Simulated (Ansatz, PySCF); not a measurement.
Reaction (SMILES): C#C[O] → C#C[O-] (an electron is taken up)

Quantity: adiabatic electron affinity (0 K, with zero-point energies), in eV. Positive where the reaction releases energy. Set-up: no dispersion term unless named; LANL2DZ all-electron up to Ne; 6-311+G** with 5d; open shells spin-unrestricted; non-relativistic; 6-31G* and kin with 6d, 5d where marked; frozen cores in correlated levels; spin-orbit terms left out. First-principles rows: single points at B3LYP-D3(BJ) geometries (Ansatz, a quantum-chemistry and plane-wave program), with unscaled harmonic terms from B3LYP/6-31G* (Ansatz) at its own minima. Sets without +, aug- or the D of def2-TZVPD hold no diffuse functions, which anions need. A UHF reference is markedly spin-contaminated in at least one set, which strains HF and MP2.

```json
[
 {"level": "HF/6-31G*", "program": "Ansatz", "adiabatic electron affinity (0 K, with zero-point energies) (eV)": "0.42"},
 {"level": "PBE/STO-3G", "program": "Ansatz", "adiabatic electron affinity (0 K, with zero-point energies) (eV)": "-2.17"},
 {"level": "BP86/6-31G* (5d)", "program": "PySCF", "adiabatic electron affinity (0 K, with zero-point energies) (eV)": "1.52"},
 {"level": "B3LYP/LANL2DZ", "program": "Ansatz", "adiabatic electron affinity (0 K, with zero-point energies) (eV)": "2.15"},
 {"level": "B3LYP/6-31G*", "program": "Ansatz", "adiabatic electron affinity (0 K, with zero-point energies) (eV)": "1.45"},
 {"level": "B3LYP/6-31+G*", "program": "Ansatz", "adiabatic electron affinity (0 K, with zero-point energies) (eV)": "2.27"},
 {"level": "B3LYP/def2-SVP", "program": "Ansatz", "adiabatic electron affinity (0 K, with zero-point energies) (eV)": "1.71"},
 {"level": "PBE0/6-311+G**", "program": "Ansatz", "adiabatic electron affinity (0 K, with zero-point energies) (eV)": "2.20"},
 {"level": "M06-2X/6-311+G**", "program": "PySCF", "adiabatic electron affinity (0 K, with zero-point energies) (eV)": "2.35"},
 {"level": "MP2/STO-3G", "program": "Ansatz", "adiabatic electron affinity (0 K, with zero-point energies) (eV)": "-2.43"},
 {"level": "r2SCAN-D4/def2-TZVPD", "program": "Ansatz + dftd4", "adiabatic electron affinity (0 K, with zero-point energies) (eV)": "2.05"},
 {"level": "B3LYP-D3(BJ)/def2-TZVPD", "program": "Ansatz + dftd3", "adiabatic electron affinity (0 K, with zero-point energies) (eV)": "2.21"}
]
```

No value to compare with is used here. The 10 habitual levels span -2.43 (MP2/STO-3G) to 2.35 eV (M06-2X/6-311+G**); B3LYP-D3(BJ)/def2-TZVPD gives 2.21.

The levels are drawn from those run, B3LYP/6-31G* more often than the rest, none by its result; left out are runs that failed, that the program found above a lower state of the same kind, or whose <S^2> lies over 0.5 above the pure value.
